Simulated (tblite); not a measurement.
C₆H₈F (doublet state).
Z-matrix (Å and degrees, GFN2-xTB geometry), rows numbered from 1:
```
C 
C   1  1.2888
C   2  1.5347  1  126.67
C   3  1.5247  2  104.22  1  -161.43
C   4  1.5254  3  103.83  2   -33.88
F   5  1.3844  4  109.48  3   -80.97
C   2  1.5178  1  125.56  3   179.95
H   1  1.0622  2  140.42  3    -0.09
H   3  1.0881  2  111.89  1   -38.56
H   3  1.0916  2  108.05  1    81.17
H   4  1.0903  3  110.86  2    82.98
H   4  1.0893  3  112.54  2  -154.52
H   5  1.0953  4  113.71  3   161.51
H   7  1.0898  2  111.40  1   -55.38
H   7  1.0909  2  110.13  1    64.91
```

Level: GFN2-xTB in tblite, geometry and Hessian alike; calculated harmonic values, unscaled, isolated species. This tight-binding method is rough: wavenumbers can miss measured ones by several per cent, in bad cases by 10 to 20. One conformer, not necessarily the lowest. Open shells enter through the occupations alone, without spin polarisation, and single modes of such species can be off by tens of per cent.

Harmonic wavenumbers (cm⁻¹): 54.4, 143.4, 328.7, 361.4, 383.2, 408.1, 562.7, 664.4, 673.8, 707.8, 803.0, 845.9, 865.7, 945.2, 972.2, 1006.0, 1018.4, 1081.8, 1102.7, 1121.0, 1153.2, 1185.0, 1239.5, 1258.2, 1279.9, 1300.7, 1314.4, 1438.8, 1450.5, 1466.6, 1745.5, 2930.7, 2975.4, 2983.4, 3001.7, 3009.1, 3012.7, 3018.0, 3223.0.

A = 4848, B = 2227, C = 1857 MHz; mass 99.061 u (most abundant isotopes); point group C1, symmetry number 1; spin multiplicity 2.

Q: Zero-point energy?

A: Half the sum of the wavenumbers: 26518 cm⁻¹ = 75.82 kcal/mol.

Q: What is S at 298.15 K and 1 bar for an ideal gas of classical rigid rotors and harmonic oscillators?

A: Translation 39.72, rotation 27.17, vibration 14.67, spin (R ln 2) 1.38: S = 82.9 cal/(mol K).

Q: And Cp and H(298.15 K) − H(0)?

A: Cp = 27.40 cal/(mol K), of which vibrations give 19.45 (their classical limit is 39 R = 77.5); H(298.15 K) − H(0) = 4.84 kcal/mol without the zero-point energy, 2.47 from vibrations.

Q: How do the functions run with temperature in this model?

A: 
```tsv
T (K)	S (cal/(mol K))	Cp (cal/(mol K))	H − H(0) (kcal/mol)	G − H(0) (kcal/mol)	ln q(vib)
150	68.9	15.5	1.71	-8.62	1.32
250	78.5	23.2	3.62	-16.00	2.55
400	92.2	36.0	8.08	-28.81	4.71
600	109.5	49.1	16.69	-49.01	7.95
900	131.9	61.2	33.40	-85.32	12.93
```

q(vib) and H(0) count from the zero-point level.

Q: Blend soft modes into free rotors: weight 1/[1 + (100 cm⁻¹/ν̃)⁴] for the oscillator and the rest for a rotor with moment μB/(μ + B), μ = h/(8π²ν), B = 10⁻⁴⁴ kg m². What vibrational entropy results?

A: 13.54 cal/(mol K) in place of 14.67, which changes −T·S at 298.15 K by +0.34 kcal/mol.

Hindered rotation and anharmonicity are outside this model. Other conformers, if any are populated, would add a mixing term that is left out. The structure is chiral; the term R ln 2 for an equal mix with its mirror image is left out.
